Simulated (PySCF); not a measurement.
Compound: C2H7FOSi.
Structure used (PBE0-D3(BJ)/def2-SVP), in Å, numbered top down from 1:
```xyz
12
C2H7FOSi angstrom
O      1.6386    0.9454    1.1337
Si     1.3893   -0.1783   -0.0672
C     -0.3960   -0.8013   -0.0104
C     -1.4071    0.2831   -0.3057
F     -1.1135    1.4254    0.4313
H      0.8763    1.5273    1.2413
H      1.6383    0.3850   -1.4338
H      2.3284   -1.3088    0.1738
H     -0.5760   -1.2378    0.9868
H     -0.5160   -1.6190   -0.7418
H     -2.4362   -0.0152   -0.0454
H     -1.3863    0.5668   -1.3715
```

Computed, not measured: PBE0-D3(BJ)/def2-SVP geometry optimisation, gas phase (PySCF 2.14.0).

Take the most abundant isotopes and a rigid rotor. The values belong to one conformer with, in the numbering `[OH:1][SiH2:2][CH2:3][CH2:4][F:5]`, H–O1–Si2–C3 -39°, O1–Si2–C3–C4 64°, Si2–C3–C4–F5 -47°.

Problem. What are A, B and C (cm⁻¹)?

Solution. Ia = 84.64, Ib = 176.43, Ic = 236.60 u·Å²; 505379 MHz·u·Å²/I gives 5971, 2864 and 2136 MHz, that is A = 0.19917, B = 0.09555, C = 0.07125 cm⁻¹.

Problem. Classify the top.

Solution. An asymmetric top; Ray's κ = -0.620.

Problem. Is it planar, by Δ = Ic − Ia − Ib?

Solution. Not planar: Δ = Ic − Ia − Ib = -24.47 u·Å². For a rigid frame Δ = −2 Σ m c², so Σ m c² = 12.24 u·Å² lies off the ab plane: 7.17 from hydrogen and 5.07 from heavier atoms. The atom farthest from that plane is 1.71 Å away.

Problem. Give the other two planar moments, Paa and Pbb, and the rms extents of the mass along the axes.

Solution. Paa = Σ m a² = (Ib + Ic − Ia)/2 = 164.20 and Pbb = Σ m b² = (Ia + Ic − Ib)/2 = 72.40 u·Å². With the mass M = 94.03 u, the rms extents √(P/M) along a, b and c are 1.32, 0.88, 0.36 Å.

Problem. Where do the levels up to J = 4 lie, in cm⁻¹?

Solution. Above 0(0,0):
J = 1: 1(0,1) 0.1668, 1(1,1) 0.2704, 1(1,0) 0.2947
J = 2: 2(0,2) 0.4966, 2(1,2) 0.5797, 2(1,1) 0.6526, 2(2,1) 0.9635, 2(2,0) 0.9673
J = 3: 3(0,3) 0.9824, 3(1,3) 1.0414, 3(1,2) 1.1869, 3(2,2) 1.4639, 3(2,1) 1.4823, 3(3,1) 2.0449, 3(3,0) 2.0453
J = 4: 4(0,4) 1.6161, 4(1,4) 1.6534, 4(1,3) 1.8938, 4(2,3) 2.1281, 4(2,2) 2.1799, 4(3,2) 2.7187, 4(3,1) 2.7213, 4(4,1) 3.5233, 4(4,0) 3.5233

Problem. Which lines would a microwave search look for?

Solution. The dipole components are |μa| = 2.06 D, |μb| = 1.87 D, |μc| = 0.02 D. The squared components, which scale the intensities, stand as 1.00 : 0.82 : 0.00 (a : b : c). Some lines, for components of 0.1 D or more:

```json
{"type": "a", "branch": "Q", "J(Ka,Kc)": "2(1,1) ← 2(1,2)", "MHz": "2185", "lower level (cm⁻¹)": "0.580"}
{"type": "b", "branch": "Q", "J(Ka,Kc)": "1(1,0) ← 1(0,1)", "MHz": "3835", "lower level (cm⁻¹)": "0.167"}
{"type": "a", "branch": "R", "J(Ka,Kc)": "1(0,1) ← 0(0,0)", "MHz": "5000", "lower level (cm⁻¹)": "0.000"}
{"type": "b", "branch": "R", "J(Ka,Kc)": "2(0,2) ← 1(1,1)", "MHz": "6780", "lower level (cm⁻¹)": "0.270"}
{"type": "b", "branch": "R", "J(Ka,Kc)": "1(1,1) ← 0(0,0)", "MHz": "8107", "lower level (cm⁻¹)": "0.000"}
{"type": "b", "branch": "Q", "J(Ka,Kc)": "3(2,1) ← 3(1,2)", "MHz": "8856", "lower level (cm⁻¹)": "1.187"}
{"type": "a", "branch": "R", "J(Ka,Kc)": "2(1,2) ← 1(1,1)", "MHz": "9272", "lower level (cm⁻¹)": "0.270"}
{"type": "b", "branch": "Q", "J(Ka,Kc)": "2(2,0) ← 2(1,1)", "MHz": "9434", "lower level (cm⁻¹)": "0.653"}
{"type": "a", "branch": "R", "J(Ka,Kc)": "3(2,2) ← 2(2,1)", "MHz": "15001", "lower level (cm⁻¹)": "0.963"}
{"type": "b", "branch": "R", "J(Ka,Kc)": "2(2,0) ← 1(1,1)", "MHz": "20891", "lower level (cm⁻¹)": "0.270"}
```

Problem. Estimate the classical rotational partition function at 50 K, 100 K and 500 K.

Solution. Point group C1, symmetry number σ = 1; q = (√π/σ)·√((kT/h)³/(ABC)), k/h = 20836.6 MHz/K: 9860 at 50 K, 27900 at 100 K, 312000 at 500 K.

Stationary, but not proved a minimum. These are rigid-rotor constants of the computed structure; measured ground-state constants (B0) also hold zero-point vibration.
